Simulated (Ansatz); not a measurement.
System: BH, charge 0, triplet. This triplet is an excited state, 1.3 eV above the singlet at CCSD(T)/cc-pV5Z (Ansatz, an electronic-structure program). BH (SMILES [BH], triplet).
B3LYP-D3(BJ)/def2-TZVP minimum from Ansatz:
```xyz
2

B      0.0000     0.0000    -0.1987
H      0.0000     0.0000     0.9933
```
Charge 0, spin multiplicity 3.

Total energies in cc-pV5Z, 4 correlated electrons, 1 frozen orbitals. Open shells are spin-unrestricted; no spin-orbit coupling. Cores are frozen in correlated methods. No relativity. Full CI freezes restricted core orbitals and the other rows unrestricted ones, which leaves a small offset even where coupled cluster is exact. The spin of HB ([BH], triplet) was assumed, and the state is the lowest solution found for it.

```
method    program  energy (Eh)  error against FCI (mEh)
--------  -------  -----------  -----------------------
HF         Ansatz    -25.11831                    69.66
MP2        Ansatz    -25.17336                    14.61
CCSD       Ansatz    -25.18599                     1.98
CCSD(T)    Ansatz    -25.18759                     0.38
CCSDT(Q)   Ansatz    -25.18800                    -0.03
FCI        Ansatz    -25.18797                     0.00
```

Rough core times of Ansatz's runs on a shared machine: CCSD(T) under 20 s, CCSDT(Q) 7 min, FCI 10 min.
